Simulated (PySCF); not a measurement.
# Electron correlation in Yb²⁺ (ytterbium, charge +2)

Starting occupation: [Xe] 4f14. All numbers are calculated (PySCF 2.14, X2C-1e with screened-nucleus spin-orbit coupling, Gaussian nucleus, in x2c-QZVPPall-2c). Frozen: [Ar] 3d10; 40 electrons correlated; the 40 highest virtual spinors left out.

MP2 pair energies summed by pair of shells (mhartree):

| pair | energy | share (%) |
| --- | --- | --- |
| 4f5/2-4f7/2 | -431.96 | 17.5 |
| 4f7/2-4f7/2 | -263.53 | 10.7 |
| 4d5/2-4f7/2 | -148.28 | 6.0 |
| 4f5/2-4f5/2 | -139.52 | 5.7 |
| 4f7/2-5p3/2 | -134.01 | 5.4 |
| 4d5/2-4f5/2 | -116.42 | 4.7 |
| 4f5/2-5p3/2 | -102.59 | 4.2 |
| 4d3/2-4f7/2 | -101.24 | 4.1 |
| 4f7/2-5p1/2 | -76.92 | 3.1 |
| 4d3/2-4f5/2 | -71.08 | 2.9 |
| 4d3/2-4d5/2 | -62.68 | 2.5 |
| 5p3/2-5p3/2 | -61.72 | 2.5 |
| 5p1/2-5p3/2 | -59.27 | 2.4 |
| 4f7/2-4p3/2 | -53.05 | 2.2 |
| 4f5/2-5p1/2 | -50.68 | 2.1 |
| 4f7/2-5s1/2 | -50.09 | 2.0 |
| 4d5/2-4d5/2 | -44.55 | 1.8 |
| 4f5/2-4p3/2 | -41.17 | 1.7 |
| 4d5/2-4p3/2 | -37.13 | 1.5 |
| 4f5/2-5s1/2 | -36.75 | 1.5 |
| 5p3/2-5s1/2 | -25.38 | 1.0 |
| 4d3/2-4p3/2 | -25.29 | 1.0 |
| 4f7/2-4p1/2 | -25.13 | 1.0 |
| 4d5/2-5p3/2 | -21.38 | 0.9 |
| 4d3/2-4d3/2 | -19.12 | 0.8 |
| 4f7/2-4s1/2 | -18.61 | 0.8 |
| 4d5/2-4p1/2 | -18.58 | 0.8 |
| 4f5/2-4p1/2 | -18.35 | 0.7 |
| 4d5/2-5s1/2 | -15.70 | 0.6 |
| 4d5/2-4s1/2 | -15.61 | 0.6 |

Total MP2 correlation energy: -2464.5 mhartree.

This basis was not built for core-valence correlation, so the inner-shell part is incomplete.
